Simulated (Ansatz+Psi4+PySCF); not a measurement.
Values are calculated unless marked as measured or tabulated.
## PySCF 2.14.0 run

```python
from pyscf import gto, scf, mp

mol = gto.M(atom="""
Be 0.000000 0.000000 0.000000
""", basis='cc-pcvtz', charge=0, spin=2)
mf = scf.UHF(mol)
mf.kernel()
pt = mp.MP2(mf, frozen=None).run()
print(mf.e_tot, pt.e_corr, pt.e_tot)
```

The script is written out from the run's settings.

Results

| Property | Result |
| --- | --- |
| Converged | yes |
| Reference energy | -14.51316 hartree |
| Correlation energy | -0.04284 hartree |
| Total energy | -14.55600 hartree |
| Spin squared of the determinant | 2.000 |

Messages of the program:
```
WARN: HOMO 0.0570911647384196 >= LUMO -0.301922187662248
WARN: HOMO 0.0570911647384196 >= LUMO -0.301922187662248
```

Caution: another spin multiplicity may lie lower.
